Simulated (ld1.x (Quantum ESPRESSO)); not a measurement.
Cd (Z = 48): one change to a PAW potential, before and after

```json
{
  "Element": "Cd (Z = 48)",
  "Generator": "ld1.x (Quantum ESPRESSO) 7.5",
  "Type": "PAW",
  "Functional": "PBE",
  "Relativity": "scalar-relativistic",
  "Frozen core": "[Kr]",
  "Valence charge": "12",
  "Reference configuration": "4d10 5s2 5p0",
  "Partial waves": "5s (bound): rcut 1.70, rcutus 2.30 bohr; 5s channel at 3.55 Ry: rcut 1.70, rcutus 2.30 bohr; 5p (bound, empty): rcut 2.20, rcutus 2.50 bohr; 5p channel at 0.6 Ry: rcut 2.20, rcutus 2.50 bohr; 4d (bound): rcut 0.95, rcutus 1.25 bohr; 4d channel at -0.1 Ry: rcut 0.95, rcutus 1.25 bohr",
  "Local potential": "all-electron potential smoothed inside 1.65 bohr (lloc = -1)",
  "Core correction": "Bessel-smoothed model core inside 0.85 bohr",
  "Augmentation charge": "PSQ, inside the norm-conserving radii"
}
```

Change: waves 5p (bound): rcut 1.44, rcutus 1.52 bohr; 5p channel at 0.6 Ry: rcut 1.44, rcutus 1.52 bohr.

Cutoffs: the cutoffs (Ry, on a coarse ladder) from which the occupation-weighted sum of valence levels, in a spherical-Bessel basis at the reference potential, stays within 10 and 1 mRy of its value at 400 Ry; they do not see the model core or the augmentation charge, which bear on the density cutoff. Errors are all-electron minus pseudo energies relative to the spin-unpolarised reference configuration.

How do hardness, ghosts and transferability respond?

The potential gets neither clearly harder nor softer (70 Ry and 120 Ry → 70 Ry and 120 Ry); the bound ghosts move from s to p, s; the number of tests that count goes from 7 to 4; the errors of the 4 common tests hardly move.

```tsv
quantity	base	changed
cutoff, loose	70 Ry	70 Ry
cutoff, tight	120 Ry	120 Ry
bound ghosts	s	p, s
tests counted (converged, no solver errors)	7 of 7	4 of 7
error for 4d10 5s1 5p0, meV [ΔE 9.27 eV]	-2.5	-2.4
error for 4d10 5s0 5p0, meV [ΔE 26.40 eV]	-9.2	-9.2
error for 4d9 5s0 5p0, meV [ΔE 64.41 eV]	-129	-129
error for 4d9 5s2 5p0, meV [ΔE 17.97 eV]	-70	-70
lowest overlap eigenvalue by channel	s 0.57, p 0.51, d 0.86	s 0.57, p 0.16, d 0.86
```

Changed file: Tests not counted: 4d10 5s0 5p2 (solver errors, printed error -11.2 eV); 4d10 5s1 5p1 (solver errors, printed error -2.5 eV); 4d9 5s2 5p1 (solver errors, printed error -2.9 eV). A true bound ghost makes a file unfit for plane-wave use even where its test errors are small: the radial tests pick states by their node count and pass the ghost by. Where a test does run into it, the solver fails or the error is huge.
